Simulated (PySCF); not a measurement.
Estimate the missing entries of this data sheet.

Species: C3H17NSi4.
Structure used (GFN2-xTB), in Å, numbered top down from 1:
```
atom  x, y, z in Å
C1     4.0691    0.2662    0.0459
Si2    2.3386   -0.5171    0.0118
C3     1.1444    0.6200   -0.9289
Si4   -0.7125    0.2342   -0.7282
N5    -0.8866   -1.4515   -1.1217
Si6   -2.2606   -2.4883   -0.9828
Si7   -1.5147    0.6830    1.3939
C8    -2.4120    2.3624    1.4341
H9     4.4571    0.4307   -0.9556
H10    4.7748   -0.3724    0.5686
H11    4.0582    1.2263    0.5544
H12    1.8789   -0.7331    1.3908
H13    2.4365   -1.8242   -0.6621
H14    1.3082    1.6509   -0.6144
H15    1.4005    0.5908   -1.9886
H16   -1.4237    0.9799   -1.7967
H17   -0.0358   -1.9158   -1.3915
H18   -2.1027   -3.5443   -1.9851
H19   -3.4438   -1.6688   -1.2384
H20   -2.3418   -3.0804    0.3582
H21   -2.4780   -0.3157    1.8887
H22   -0.4669    0.7554    2.4314
H23   -1.7543    3.1724    1.1309
H24   -3.2675    2.3688    0.7642
H25   -2.7763    2.5949    2.4302
```

| property | level | value |
| --- | --- | --- |
| point group of the GFN2-xTB geometry | GFN2-xTB | C1 |
| rotational constants A, B, C of the GFN2-xTB geometry | GFN2-xTB | ? |
| dipole moment | PBE0/pcSseg-1 | ? |
| HOMO energy | PBE0/pcSseg-1 | ? |
| LUMO energy | PBE0/pcSseg-1 | ? |
| 13C chemical shifts (computed TMS as zero) by class | GIAO PBE0/pcSseg-1 | ? |
| 1H chemical shifts (computed TMS as zero) by class | GIAO PBE0/pcSseg-1 | 5.55 (H16), 4.71 (H18/H19/H20), 4.30 (H12), 4.20 (H13), 4.11 (H21), 3.92 (H22), 0.54 (H15), 0.20 (H9/H10/H11), 0.09 (H23/H24/H25), -0.31 (H14), -0.88 (H17) ppm |
| isotropic shieldings of nuclei other than C and H, by class | GIAO PBE0/pcSseg-1 | 270 (N5), 368 (Si4), 396 (Si2), 406 (Si6), 438 (Si7) ppm |

Electronic properties: PySCF, gas phase, density fitting. One conformer (not necessarily the lowest) at the GFN2-xTB geometry, without solvent or vibrations. NMR classes are plain means over equivalent atoms (diastereotopic ones count apart unless rotation or inversion swaps them), as if these changed places fast; in this geometry the members of some classes differ.

**Question.** What are the rotational constants A, B, C of the GFN2-xTB geometry?

**Answer.** 0.958, 0.579, 0.407 GHz.

**Question.** What is the LUMO energy?

**Answer.** -0.19 eV.

**Question.** The HOMO energy?

**Answer.** -6.94 eV.

**Question.** Give the 13C chemical shifts (computed TMS as zero) by class.

**Answer.** -3.2 (C3), -4.1 (C1), -10.0 (C8) ppm.

**Question.** What is the dipole moment?

**Answer.** 1.43 D.

The dipole matches unit charges of opposite sign 0.30 Å apart (1 e·Å = 4.8032 D). The rotational constants make it an asymmetric top with κ = (2B − A − C)/(A − C) = -0.38, nearer the prolate limit (−1). With B = h/(8π²I), that is 505.379 GHz u Å² over I, the principal moments of inertia are 527.4, 872.5 and 1240.7 u Å² (most abundant isotopes); the inertial defect Ic − Ia − Ib is -159.2 u Å² (zero for a rigid planar frame, negative otherwise).
